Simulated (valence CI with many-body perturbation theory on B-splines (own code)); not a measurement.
## Which ion has this spectrum?

A relativistic CI+MBPT calculation for an atom or ion with 41 electrons gives these levels (cm⁻¹):

```tsv
J	Parity	E	g
5/2	even	0.0	2.00
1/2	even	11021	3.33
3/2	even	11276	1.87
5/2	even	11678	1.66
7/2	even	12142	1.59
9/2	even	12685	1.55
5/2	even	15293	0.58
7/2	even	15418	0.99
9/2	even	15514	1.17
11/2	even	15543	1.27
3/2	even	15900	1.47
5/2	even	15953	1.48
1/2	even	16062	1.49
1/2	even	16843	1.18
```

The energies are calculated, with errors of about 460 cm⁻¹, more in some levels.

Question: Which is it?
A. Mo+
B. Ru3+
C. Nb
D. Tc2+

Answer: A. Mo+, ground level 4d⁵ ⁶S_5/2.
